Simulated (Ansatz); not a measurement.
Ansatz (a first-principles code) input file for C3H9Ge, SMILES [CH3][Ge]([CH3])[CH3], multiplicity 2, PBE-D3(BJ)/def2-SVP. 

Ansatz 0.2 input:
```yaml
crystal:
  periodic: [false, false, false]
  atoms:
    - {symbol: Ge, position_ang: [0.00000000, 0.00000000, 0.33318797]}
    - {symbol: C, position_ang: [-1.61422154, -0.93197124, -0.34795933]}
    - {symbol: C, position_ang: [1.61422153, -0.93197124, -0.34795933]}
    - {symbol: C, position_ang: [0.00000000, 1.86394248, -0.34795934]}
    - {symbol: H, position_ang: [-1.59765088, -0.92240417, -1.45167920]}
    - {symbol: H, position_ang: [-1.63738246, -1.97778121, -0.00728491]}
    - {symbol: H, position_ang: [-2.53150000, -0.42912419, -0.00728492]}
    - {symbol: H, position_ang: [1.63738245, -1.97778122, -0.00728492]}
    - {symbol: H, position_ang: [2.53150000, -0.42912420, -0.00728492]}
    - {symbol: H, position_ang: [1.59765087, -0.92240417, -1.45167920]}
    - {symbol: H, position_ang: [0.89411754, 2.40690540, -0.00728492]}
    - {symbol: H, position_ang: [-0.89411754, 2.40690540, -0.00728492]}
    - {symbol: H, position_ang: [-0.00000000, 1.84480832, -1.45167921]}
basis:
  gaussian:
    orbitals: def2-SVP
hamiltonian:
  xc: pbe
  dispersion: d3bj
magnetization: {spin_polarized: true, initial_magnetization: 1}
relax: {f_tol: 0.002, max_steps: 200}
```

Log of the run:

```
WARN ansatz: RAYON_NUM_THREADS=2 ignored (pool sized by the plan → 2); use --threads N
Functional definition: PBE
integrals: 0.06 GiB planned
1347 factors; their error is unknown
mean field: 0.47 GiB planned
mean field evaluation 1: about -59733.8471 eV, gradient 6.2e1 eV
mean field evaluation 2: about -59706.6532 eV, gradient 8.9e1 eV
mean field evaluation 4: about -59752.5819 eV, gradient 3.7e0 eV
mean field evaluation 8: about -59752.6457 eV, gradient 2.2e-2 eV
mean field evaluation 16: about -59752.5818 eV, gradient 6.5e-5 eV
mean field -59752.58177896 eV, -2195.8668786224 hartree, gradient 6.5e-5 eV, S^2 0.751238; 0 other end points of the search recorded, 0 dependent functions left out
the calculation of the forces begins
reference -59752.58181591 eV, -2195.8668799799 hartree; 30, 29 occupied and 89, 90 virtual orbitals, 1347 factors
relax step   1: F+E_penalty+E_count = -59752.83223244 eV  Δ(F+E_penalty+E_count) = +0.000e0 eV  max|allowed force component| = 2.357e-1 eV/Å  Δτ_max = 0.0000 Å  (29 SCF iters, accepted)
these checks for a lower state are left out or cut short: starts, cluster_reference, orbital_swaps, neighbouring_geometries, increment
integrals: 0.06 GiB planned
1347 factors; their error is unknown
mean field: 0.47 GiB planned
mean field -59752.58936444 eV, -2195.8671573834 hartree, gradient 1.4e-5 eV, S^2 0.751240; 0 other end points of the search recorded, 0 dependent functions left out
the calculation of the forces begins
reference -59752.58940137 eV, -2195.8671587407 hartree; 30, 29 occupied and 89, 90 virtual orbitals, 1347 factors
relax step   2: F+E_penalty+E_count = -59752.83940322 eV  Δ(F+E_penalty+E_count) = -7.171e-3 eV  max|allowed force component| = 6.755e-2 eV/Å  Δτ_max = 0.0068 Å  (32 SCF iters, accepted)
these checks for a lower state are left out or cut short: starts, cluster_reference, orbital_swaps, neighbouring_geometries, increment
integrals: 0.06 GiB planned
1347 factors; their error is unknown
mean field: 0.47 GiB planned
mean field evaluation 32: about -59752.5901 eV, gradient 8.6e-6 eV
mean field -59752.59010897 eV, -2195.8671847445 hartree, gradient 8.6e-6 eV, S^2 0.751241; 0 other end points of the search recorded, 0 dependent functions left out
the calculation of the forces begins
reference -59752.59014589 eV, -2195.8671861011 hartree; 30, 29 occupied and 89, 90 virtual orbitals, 1347 factors
relax step   3: F+E_penalty+E_count = -59752.84000976 eV  Δ(F+E_penalty+E_count) = -6.065e-4 eV  max|allowed force component| = 2.202e-2 eV/Å  Δτ_max = 0.0042 Å  (26 SCF iters, accepted)
these checks for a lower state are left out or cut short: starts, cluster_reference, orbital_swaps, neighbouring_geometries, increment
integrals: 0.06 GiB planned
1347 factors; their error is unknown
mean field: 0.47 GiB planned
mean field -59752.59021037 eV, -2195.8671884707 hartree, gradient 8.4e-5 eV, S^2 0.751241; 0 other end points of the search recorded, 0 dependent functions left out
the calculation of the forces begins
reference -59752.59024730 eV, -2195.8671898277 hartree; 30, 29 occupied and 89, 90 virtual orbitals, 1347 factors
relax step   4: F+E_penalty+E_count = -59752.84003028 eV  Δ(F+E_penalty+E_count) = -2.051e-5 eV  max|allowed force component| = 4.977e-3 eV/Å  Δτ_max = 0.0018 Å  (22 SCF iters, accepted)
these checks for a lower state are left out or cut short: starts, cluster_reference, orbital_swaps, neighbouring_geometries, increment
integrals: 0.06 GiB planned
1347 factors; their error is unknown
mean field: 0.47 GiB planned
mean field -59752.59019905 eV, -2195.8671880547 hartree, gradient 2.5e-5 eV, S^2 0.751241; 0 other end points of the search recorded, 0 dependent functions left out
the calculation of the forces begins
reference -59752.59023597 eV, -2195.8671894116 hartree; 30, 29 occupied and 89, 90 virtual orbitals, 1347 factors
relax step   5: F+E_penalty+E_count = -59752.84003548 eV  Δ(F+E_penalty+E_count) = -5.200e-6 eV  max|allowed force component| = 6.506e-4 eV/Å  Δτ_max = 0.0006 Å  (23 SCF iters, accepted)
integrals: 0.06 GiB planned
1347 factors; their error is unknown
mean field: 0.47 GiB planned
mean field -59752.59019905 eV, -2195.8671880547 hartree, gradient 2.5e-5 eV, S^2 0.751241; 1 other end points of the search recorded, 0 dependent functions left out
the calculation of the forces begins
reference -59752.59023597 eV, -2195.8671894116 hartree; 30, 29 occupied and 89, 90 virtual orbitals, 1347 factors
Total energy: -59752.84007240 eV, -2195.8763707310 hartree
Atom 0 at     0.000022     0.000013     0.328164 Å, force     0.000003     0.000002     0.000651 eV/Å
Atom 1 at    -1.616843    -0.933485    -0.347928 Å, force     0.000040     0.000023    -0.000578 eV/Å
Atom 2 at     1.616850    -0.933485    -0.347991 Å, force    -0.000029     0.000014    -0.000546 eV/Å
Atom 3 at     0.000003     1.866976    -0.347991 Å, force    -0.000002    -0.000032    -0.000546 eV/Å
Atom 4 at    -1.604868    -0.926571    -1.459106 Å, force     0.000183     0.000106    -0.000114 eV/Å
Atom 5 at    -1.639034    -1.985407    -0.002638 Å, force    -0.000310     0.000050     0.000240 eV/Å
Atom 6 at    -2.538929    -0.426742    -0.002638 Å, force    -0.000111    -0.000293     0.000240 eV/Å
Atom 7 at     1.638947    -1.985466    -0.002877 Å, force     0.000307     0.000056     0.000226 eV/Å
Atom 8 at     2.538965    -0.426858    -0.002610 Å, force     0.000102    -0.000293     0.000238 eV/Å
Atom 9 at     1.604885    -0.926372    -1.459167 Å, force    -0.000180     0.000102    -0.000138 eV/Å
Atom 10 at     0.899813     2.412237    -0.002610 Å, force    -0.000203     0.000235     0.000238 eV/Å
Atom 11 at    -0.899990     2.412102    -0.002877 Å, force     0.000202     0.000238     0.000226 eV/Å
Atom 12 at     0.000181     1.853058    -1.459167 Å, force    -0.000002    -0.000207    -0.000138 eV/Å
Dipole moment:     0.000006     0.000003    -0.136080 e Å
```

Self-consistency was reached.

Cost: roughly 21 core-seconds.
